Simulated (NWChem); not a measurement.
System: CH₃FSTi; SMILES [CH3][Ti]([F])=[S]

Excerpt of the output:

```
             Northwest Computational Chemistry Package (NWChem) 7.3.0
             --------------------------------------------------------

 C1  symmetry detected

                             Geometry "geometry" -> ""
                             -------------------------

 Output coordinates in angstroms (scale by  1.889725989 to convert to a.u.)

  No.       Tag          Charge          X              Y              Z
 ---- ---------------- ---------- -------------- -------------- --------------
    1 Ti                  22.0000    -0.08680607     0.29168486     0.33677272
    2 S                   16.0000    -0.10980270    -1.70435139    -0.12572629
    3 F                    9.0000    -1.43045151     1.22310799    -0.29918348
    4 C                    6.0000     1.72872421     1.04625533    -0.25901774
    5 H                    1.0000     1.77956215     2.11915806     0.00542135
    6 H                    1.0000     1.81867663     0.94854856    -1.35421381
    7 H                    1.0000     2.57005637     0.49934462     0.19817109

 Effective nuclear repulsion energy (a.u.)     266.2278770546

                                 NWChem DFT Module
                                 -----------------

 Summary of "ao basis" -> "ao basis" (spherical)
 ------------------------------------------------------------------------------
       Tag                 Description            Shells   Functions and Types
 ---------------- ------------------------------  ------  ---------------------
 Ti                          sto-3g                  8       18   4s3p1d
 S                           sto-3g                  5        9   3s2p
 F                           sto-3g                  3        5   2s1p
 C                           sto-3g                  3        5   2s1p
 H                           sto-3g                  1        1   1s

            General Information
            -------------------
          SCF calculation type: DFT
          Wavefunction type:  closed shell.
          No. of atoms     :     7
          No. of electrons :    56
           Alpha electrons :    28
            Beta electrons :    28
          Charge           :     0
          Spin multiplicity:     1
          Use of symmetry is: off; symmetry adaption is: off
          Maximum number of iterations: 150
          AO basis - number of functions:    40
                     number of shells:    22
          Convergence on energy requested:  1.00D-06
          Convergence on density requested:  1.00D-05
          Convergence on gradient requested:  5.00D-04

              XC Information
              --------------
                         B3LYP Method XC Potential
                     Hartree-Fock (Exact) Exchange  0.200
                        Slater Exchange Functional  0.800 local
                    Becke 1988 Exchange Functional  0.720 non-local
              Lee-Yang-Parr Correlation Functional  0.810
                  VWN I RPA Correlation Functional  0.190 local

             Grid Information
             ----------------
          Grid used for XC integration:  medium
          Radial quadrature: Mura-Knowles
          Angular quadrature: Lebedev.
          Tag              B.-S. Rad. Rad. Pts. Rad. Cut. Ang. Pts.
          ---              ---------- --------- --------- ---------
          Ti                  1.40      112           8.0       590
          S                   1.00       88          11.0       590
          F                   0.50       49          10.0       434
          C                   0.70       49           8.0       434
          H                   0.35       45          10.0       434
          Grid pruning is: on
          Number of quadrature shells:   433
          Spatial weights used:  Erf1

      Superposition of Atomic Density Guess
      -------------------------------------

 Sum of atomic energies:       -1369.23305571

      Non-variational initial energy
      ------------------------------

 Total energy =   -1369.141519
 1-e energy   =   -2419.413139
 2-e energy   =     784.043743
 HOMO         =      -0.140969
 LUMO         =       0.160885

     ---------------------------------------------
      Total Density - Mulliken Population Analysis
     ---------------------------------------------

    Atom       Charge   Shell Charges
 -----------   ------   -------------------------------------------------------
    1 Ti  22    20.21   2.00  2.00  5.99  2.02  5.86  0.77  0.71  0.86
    2 S   16    17.00   2.00  2.00  5.98  1.93  5.10
    3 F    9     9.54   2.00  1.94  5.60
    4 C    6     6.43   1.99  1.37  3.07
    5 H    1     0.94   0.94
    6 H    1     0.94   0.94
    7 H    1     0.94   0.94

   convergence    iter        energy       DeltaE   RMS-Dens  Diis-err
 ---------------- ----- ----------------- --------- --------- ---------
 d= 0,ls=0.0,diis     1  -1372.0560529447 -1.64D+03  1.51D-01  1.66D+00
 d= 0,ls=0.0,diis     2  -1363.3408600407  8.72D+00  1.24D-01  5.67D+01
 d= 0,ls=0.0,diis     3  -1372.2932722955 -8.95D+00  2.30D-02  9.54D-01
 d= 0,ls=0.0,diis     4  -1372.4276591006 -1.34D-01  1.19D-02  1.05D-01
 d= 0,ls=0.0,diis     5  -1372.4290314319 -1.37D-03  6.92D-03  8.24D-02
  Resetting Diis
 d= 0,ls=0.0,diis     6  -1372.4441324995 -1.51D-02  1.28D-03  2.12D-03
 d= 0,ls=0.0,diis     7  -1372.4444917035 -3.59D-04  4.28D-04  6.08D-05
 d= 0,ls=0.0,diis     8  -1372.4444866726  5.03D-06  3.01D-04  8.86D-05
 d= 0,ls=0.0,diis     9  -1372.4444991225 -1.24D-05  9.91D-05  1.39D-05
 d= 0,ls=0.0,diis    10  -1372.4445016711 -2.55D-06  1.64D-05  1.29D-07
 d= 0,ls=0.0,diis    11  -1372.4445016947 -2.36D-08  8.62D-06  5.41D-08

         Total DFT energy =    -1372.444501694685
      One electron energy =    -2419.023174825369
           Coulomb energy =      864.968734063566
    Exchange-Corr. energy =      -84.617937987532
 Nuclear repulsion energy =      266.227877054650

 Numeric. integr. density =       55.999995244715

                       DFT Final Molecular Orbital Analysis
                       ------------------------------------

 Vector   26  Occ=2.000000D+00  E=-1.489068D-01
              MO Center= -1.5D-03, -1.2D+00, -5.3D-02, r^2= 2.3D+00
   Bfn.  Coefficient  Atom+Function         Bfn.  Coefficient  Atom+Function
  ----- ------------  ---------------      ----- ------------  ---------------
    26      0.679568  2 S  py                24     -0.372477  2 S  s
    18     -0.307731  1 Ti d  2              10      0.299842  1 Ti s
    22     -0.235920  2 S  py                35      0.190594  4 C  px
    12     -0.181750  1 Ti py                15      0.180676  1 Ti d -1
     8      0.175485  1 Ti py                 6     -0.151390  1 Ti s

 Vector   27  Occ=2.000000D+00  E=-1.274446D-01
              MO Center= -1.1D-01, -1.2D+00,  1.5D-02, r^2= 1.7D+00
   Bfn.  Coefficient  Atom+Function         Bfn.  Coefficient  Atom+Function
  ----- ------------  ---------------      ----- ------------  ---------------
    27      0.772951  2 S  pz                15     -0.374091  1 Ti d -1
    23     -0.250027  2 S  pz                13      0.241711  1 Ti pz
    26     -0.171275  2 S  py                25     -0.152046  2 S  px
     9     -0.144357  1 Ti pz                12     -0.119314  1 Ti py
    16     -0.105297  1 Ti d  0              14      0.082927  1 Ti d -2

 Vector   28  Occ=2.000000D+00  E=-1.135704D-01
              MO Center= -1.2D-01, -1.2D+00, -4.3D-02, r^2= 1.8D+00
   Bfn.  Coefficient  Atom+Function         Bfn.  Coefficient  Atom+Function
  ----- ------------  ---------------      ----- ------------  ---------------
    25      0.824758  2 S  px                14     -0.305015  1 Ti d -2
    21     -0.264926  2 S  px                11      0.242062  1 Ti px
    27      0.174409  2 S  pz                 7     -0.146159  1 Ti px
    30     -0.131276  3 F  px                31     -0.116395  3 F  py
    12     -0.096514  1 Ti py                32     -0.085437  3 F  pz

 Vector   29  Occ=0.000000D+00  E= 7.013675D-03
              MO Center= -1.0D-01,  3.1D-01,  9.4D-01, r^2= 1.6D+00
   Bfn.  Coefficient  Atom+Function         Bfn.  Coefficient  Atom+Function
  ----- ------------  ---------------      ----- ------------  ---------------
    10      0.646554  1 Ti s                 16      0.639819  1 Ti d  0
    13      0.452327  1 Ti pz                 9     -0.255519  1 Ti pz
    26     -0.229999  2 S  py                 6     -0.216510  1 Ti s
    34     -0.147213  4 C  s                 35      0.131655  4 C  px
    12      0.108660  1 Ti py                15      0.097818  1 Ti d -1

 Vector   30  Occ=0.000000D+00  E= 8.384343D-02
              MO Center=  1.0D-01,  3.6D-01,  4.7D-01, r^2= 1.6D+00
   Bfn.  Coefficient  Atom+Function         Bfn.  Coefficient  Atom+Function
  ----- ------------  ---------------      ----- ------------  ---------------
    17      0.778420  1 Ti d  1              15     -0.395727  1 Ti d -1
    11     -0.322141  1 Ti px                12     -0.210923  1 Ti py
    13     -0.195992  1 Ti pz                39     -0.195788  6 H  s
     7      0.169989  1 Ti px                16      0.153416  1 Ti d  0
    27     -0.144430  2 S  pz                14     -0.119837  1 Ti d -2

 Vector   31  Occ=0.000000D+00  E= 1.147626D-01
              MO Center= -2.4D-01,  3.0D-01,  4.5D-01, r^2= 1.9D+00
   Bfn.  Coefficient  Atom+Function         Bfn.  Coefficient  Atom+Function
  ----- ------------  ---------------      ----- ------------  ---------------
    15      0.641964  1 Ti d -1              17      0.444855  1 Ti d  1
    12      0.398791  1 Ti py                32     -0.299453  3 F  pz
    27      0.291801  2 S  pz                16     -0.281057  1 Ti d  0
    11     -0.216941  1 Ti px                 8     -0.211619  1 Ti py
    26     -0.190364  2 S  py                31     -0.165774  3 F  py

[...]
```

Level: B3LYP/STO-3G. The geometry was optimised at PBE0/def2-SVP.

**Question.** Reconstruct the input file.

**Answer.** This is not unique; one that fits is the input that was run:
```
start job
memory heap 200 mb stack 900 mb global 1100 mb
geometry units angstroms noautoz
  Ti    -0.091260     0.279522     0.302924
  S     -0.147217    -1.727463    -0.106313
  F     -1.472497     1.198633    -0.266981
  C      1.682267     1.013392    -0.429558
  H      1.751778     2.092464    -0.196310
  H      1.700030     0.887834    -1.525465
  H      2.551056     0.475666    -0.014794
end
basis spherical
  * library sto-3g
end
dft
  xc b3lyp
  iterations 150
  mulliken
end
task dft energy
```
